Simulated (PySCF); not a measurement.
OY, SMILES [O]=[Y] (connectivity only; charge and spin as stated), neutral, multiplicity 2.

The structure is a stationary point at PBE0-D3(BJ)/def2-TZVPD. The def2 effective core potentials stand for the cores of Y; spin–orbit coupling is left out.

Method: PySCF with PBE/def2-TZVPD.

Isolated molecule, no solvent.

```
Property                                                            Result
-----------------------------------------------  -------------------------
total energy                                            -113.51729 hartree
point group                                                            C∞v
α spin, highest occupied and lowest empty level         -3.93 and -2.22 eV
β spin, highest occupied and lowest empty level         -5.98 and -3.02 eV
dipole moment                                                       4.36 D
mean static polarisability                          127.4 bohr³ (18.87 Å³)
polarisability, principal values                 101.5, 140.3, 140.3 bohr³
⟨S²⟩                                               0.752 (pure state 0.75)
```
